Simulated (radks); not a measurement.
The numbers below are computed, except where a source is named.
Problem. The mean radii <r> (bohr) of the occupied orbitals of an atom or ion are listed with their occupations. Code: a radial shooting solver on a logarithmic mesh with Libxc functionals. Model: scalar-relativistic Kohn-Sham, BLYP, spin-polarised, spherical densities, finite nucleus; Fermi nuclear charge, rms radius of each element as measured or else 0.836 A^(1/3) + 0.57 fm.

orbital  occ.      <r>
1s down     1  0.01899
1s up       1  0.01899
2s up       1  0.08040
2s down     1  0.08040
2p up       3  0.07174
2p down     3  0.07174
3s up       1   0.2085
3s down     1   0.2083
3p up       3   0.2083
3p down     3   0.2081
3d up       5   0.1887
3d down     5   0.1885
4s up       1   0.4517
4s down     1   0.4521
4p up       3   0.4727
4p down     3   0.4733
4d up       5   0.4885
4d down     5   0.4894
4f up       4   0.4872

Name the element and its charge. Open shells, if any, are filled with parallel spins first.

Solution. Z = 72, hafnium, charge +22: Hf22+ in [Kr] 4d10 4f4. The 1s radius gives Z: for a bare nucleus <r> = (2 gamma + 1)/(2Z) with gamma = sqrt(1 - (Z/c)^2), 0.01876 bohr for Z = 72, and screening makes it slightly larger (0.01899 here). The occupations add up to 50, and the charge is Z minus that.
